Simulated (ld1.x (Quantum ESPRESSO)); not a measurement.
What the settings do to the TM potential of germanium

Base potential:

germanium, norm-conserving Troullier–Martins (Kleinman–Bylander form), made with ld1.x (Quantum ESPRESSO) 7.5 (LDA (PZ), scalar-relativistic). Core [Ar], reference 3d10 4s1.5 4p2.5. Waves: 4s (bound): rc 1.70 bohr; 3d (bound): rc 0.85 bohr; 4p (bound): rc 1.45 bohr. Local part: the p channel. Core correction: a·sin(br)/r model core inside 0.65 bohr.

All-electron outer shells of the reference configuration (LDA (PZ), scalar-relativistic, ld1.x):

| shell | level (eV) | outermost node (bohr) | outermost maximum (bohr) |
| --- | --- | --- | --- |
| 3s | -168.64 | 0.26 | 0.54 |
| 3p | -116.28 | 0.23 | 0.54 |
| 3d | -30.43 | – | 0.50 |
| 4s | -12.45 | 0.77 | 1.73 |
| 4p | -4.40 | 0.82 | 2.16 |

Cutoffs, loose and tight: the cutoffs (Ry, on a coarse ladder) from which the occupation-weighted sum of valence levels, in a spherical-Bessel basis at the reference potential, stays within 10 and 1 mRy of its value at 400 Ry. They do not see the model core or the augmentation charge, which bear on the density cutoff. Test errors are all-electron minus pseudo excitation energies from the reference, over the configurations 3d10 4s2 4p2; 3d10 4s2 4p1; 3d10 4s2 4p0; 3d10 4s2 4p1.5; 3d10 4s1 4p2; 3d9 4s2 4p2; 3d10 4s1 4p3 (two spin-polarised tests are not counted in the largest error). A dash means not determined; rows that change the core or the reference have their own tests. The largest error is taken over the tests solved by every variant that gives reliable tests at all: 3d10 4s1 4p2; 3d10 4s1 4p3; 3d10 4s2 4p1; 3d10 4s2 4p1.5; 3d9 4s2 4p2.

A true bound ghost makes a file unfit for plane-wave use even where its test errors are small: the radial tests pick states by their node count and pass the ghost by.

| change | outcome | cutoff, loose | cutoff, tight | bound ghosts | largest test error (meV) |
| --- | --- | --- | --- | --- | --- |
| base | generated | 300 Ry | over 300 Ry | s | -908 |
| core correction none | generated | 300 Ry | over 300 Ry | s | -839 |
| core correction a·sin(br)/r model core inside 0.40 bohr | generated | 300 Ry | over 300 Ry | s | -911 |
| core correction a·sin(br)/r model core inside 0.52 bohr | generated | 300 Ry | over 300 Ry | s | -910 |
| core correction a·sin(br)/r model core inside 0.60 bohr | generated | 300 Ry | over 300 Ry | s | -910 |
| core correction a·sin(br)/r model core inside 0.74 bohr | failed: run_pseudo: Errors in PS-KS equation | – | – | – | – |
| core correction a·sin(br)/r model core inside 0.88 bohr | failed: run_pseudo: Errors in PS-KS equation | – | – | – | – |
| core correction a·sin(br)/r model core inside 0.98 bohr | generated | 300 Ry | over 300 Ry | s | -879 |
